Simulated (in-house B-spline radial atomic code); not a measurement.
Radial electron density of Cs⁴⁺, [Kr] 4d9 5s2 5p3 6d1. Method: scalar-relativistic (X2C) r2SCAN0, spin-polarised, spherical fractional occupations, Fermi nucleus of rms radius 4.8041 fm. Calculated with a B-spline radial code for spherical atoms.

Caution: exact exchange at fractional occupations of open shells leaves self-interaction of up to several eV.

One-electron X2C: radii and densities carry no picture-change correction, so inner-shell <1/r> comes out high (for 1s by about 2 % at Z = 33, 5 % at 54, 10 % at 75, 30 % at 118) and <r> low.

Columns: r (bohr), 4πr²n(r) (electrons per bohr), bar.

```
 0.00072    2.004 #
0.000905    2.867 #
 0.00114    4.096 ##
 0.00143    5.782 ###
 0.00179    8.079 ####
 0.00225    11.25 #####
 0.00283    15.51 #######
 0.00355    20.98 ##########
 0.00446    27.91 #############
  0.0056    36.24 #################
 0.00703    45.66 ######################
 0.00883    55.46 ##########################
  0.0111    64.37 ###############################
  0.0139    70.57 #################################
  0.0175    72.73 ##################################
   0.022    70.31 #################################
  0.0276    65.33 ###############################
  0.0347    62.22 #############################
  0.0435    65.92 ###############################
  0.0547    77.51 #####################################
  0.0687    90.15 ###########################################
  0.0863    92.81 ############################################
   0.108    81.93 #######################################
   0.136    68.59 #################################
   0.171    69.04 #################################
   0.215    78.54 #####################################
    0.27    73.67 ###################################
   0.339    49.13 #######################
   0.425    28.93 ##############
   0.534    27.85 #############
   0.671    30.52 ##############
   0.842    22.95 ###########
    1.06    12.32 ######
    1.33    7.068 ###
    1.67    4.857 ##
     2.1     2.54 #
    2.63   0.7632 
    3.31   0.2298 
    4.15   0.3169 
    5.22   0.2816 
    6.55   0.1039 
    8.23  0.01422 
    10.3 0.0006739 
      13 7.773e-06 
    16.3 1.396e-08
```

On this grid the curve has 5 maxima, near 0.0175, 0.0863, 0.215, 0.671, 4.15 bohr.

The 4d up radial function P(r) = rR(r), positive near the nucleus:

| r (bohr) | P |
| --- | --- |
| 0.00883 | 0.001754 |
| 0.0139 | 0.005933 |
| 0.022 | 0.01953 |
| 0.0347 | 0.0594 |
| 0.0547 | 0.1611 |
| 0.0863 | 0.3653 |
| 0.136 | 0.6196 |
| 0.215 | 0.6174 |
| 0.339 | -0.03521 |
| 0.534 | -0.9898 |
| 0.842 | -1.157 |
| 1.33 | -0.5316 |
| 2.1 | -0.09282 |
| 3.31 | -0.003948 |
